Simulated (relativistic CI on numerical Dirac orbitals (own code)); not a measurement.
**One change at a time: Cs³²⁺**

Base calculation: Dirac-Coulomb-Breit CI, separate exchange-only KLI orbitals for each configuration, model QED, unscaled Slater integrals.

CI space (outside the closed core [Ne]): 3s²3p⁶3d⁵, 3s²3p⁵3d⁶, 3s²3p⁴3d⁷, 3s3p⁶3d⁶, 3p⁶3d⁷, 3s3p⁵3d⁷, 3s²3p⁶3d⁴4s, 3s²3p⁶3d⁴4p, 3s²3p⁶3d⁴4d, 3s²3p⁵3d⁵4s, 3s²3p⁶3d⁴4f, 3s²3p⁶3d³4s², 3s3p⁶3d⁵4s, 3p⁶3d⁶4s, 3s²3p⁶3d⁴5s, 3s²3p⁶3d³4p². Levels of other configurations are missing.

The lowest level and the first level of each name with at least 55 % of one term (blank where a level has no safe partner in the second run):

```csv
Level,Base (cm⁻¹),Shift (cm⁻¹)
3s²3p⁶3d⁵ ⁶S5/2,0,0
3s²3p⁶3d⁵ ⁴G9/2,191176,-250
3s²3p⁶3d⁵ ⁴P1/2,201872,-276
3s²3p⁶3d⁵ ²I11/2,285430,-524
3s²3p⁶3d⁵ ⁴D1/2,299527,-571
3s²3p⁶3d⁵ ²I13/2,314020,-554
3s²3p⁶3d⁵ ²G7/2,369985,-544
3s²3p⁶3d⁵ ²S1/2,413488,-524
3s²3p⁶3d⁵ ²H11/2,463461,-915
3s²3p⁶3d⁵ ²P3/2,554946,-494
3s²3p⁶3d⁵ ²P1/2,623012,-772
3s²3p⁵3d⁶ ⁶F°11/2,1756608,+1145
3s²3p⁵3d⁶ ⁶F°9/2,1865887,+840
3s²3p⁵3d⁶ ⁴H°13/2,1925403,+894
```

At this charge energies of transitions that change n are usually good to better than 1 %, and those within a shell (Δn = 0) to a few per cent. Terms inside the open d or f shell come out 10 to 20 % too wide with unscaled integrals.

**Question.** One thing was changed in a second run, which moved the levels as shown. Which?
A. configuration mixing switched off
B. QED terms removed
C. only the first 3 configurations
D. Breit term removed

**Answer.** B. QED terms removed. QED shifts follow the density of s (and p1/2) electrons at the nucleus, so configurations move by their count of such electrons; where none moves, the smaller shifts of p3/2 electrons and of j = l + 1/2 against j = l − 1/2 set the pattern.

LS names give the leading component of a level, which can be under half, so a name can repeat, a term be missing and a line seem to break the LS rules.
